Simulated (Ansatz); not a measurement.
Match the barriers

Saddle point of CH$_{5}$InS, singlet (CH₅InS ([CH3][InH][SH]) → CH₃InS ([CH3][In][S]) + H₂; bonds formed: H2–H4; bonds broken: In1–H2, S3–H4), PBE0-D4/def2-TZVP structure:

```
8
angstrom
In -0.0785 -0.5541 -0.3771
H -0.5042 0.6945 -1.9330
S -0.4795 -1.9857 -2.1284
H -0.5772 -0.2834 -2.3305
C 0.3564 0.4063 1.4625
H -0.5344 0.9361 1.7994
H 1.1646 1.1193 1.3017
H 0.6526 -0.3329 2.2053
```

Computed with Ansatz 0.2.0 (basis: def2-TZVPP, with def2-QZVPP for the basis limit); correlated methods freeze the cores. Filled d shells of the heavier atoms are correlated. Core potentials replace the inner electrons of the atoms past krypton. The def2 sets are not built for correlating such inner shells, so the correlated values are less sure here. B3LYP uses VWN-RPA correlation. Extrapolation: Hartree–Fock as exp(−7.88 √X), correlation as X^−2.97. Four methods, as single points on the PBE0-D4 structures, gave these electronic barriers from the start structure: 1.629, 2.003, 2.100, 2.688 eV.

Problem. The methods were, in alphabetical order, B3LYP-D4, CCSD(T), HF, SPW92. Which gave which? (Judge from chemistry; the calculation decides.)

Solution. Computed: SPW92 1.629; B3LYP-D4 2.003; CCSD(T) 2.100; HF 2.688 eV. For comparison, CCSD(T) at an estimated basis limit (MP2 extrapolated from triple and quadruple zeta, plus CCSD(T) − MP2 in triple zeta) gives 2.033 eV.

The T1 diagnostic stays at or below 0.018.

Labels in which every atom is bracketed show which atoms are joined, not bond orders.

For scale, one of the runs: CCSD(T)/def2-TZVPP, 193 basis functions, launched by `ansatz run in.yaml --threads 4 --pin off --events-out ev --progress --plain --max-ram 9574MiB`. Hardware: 4 CPU threads of an Intel Xeon, shared host. Wall time 56 s; peak host memory 2.3 GiB.
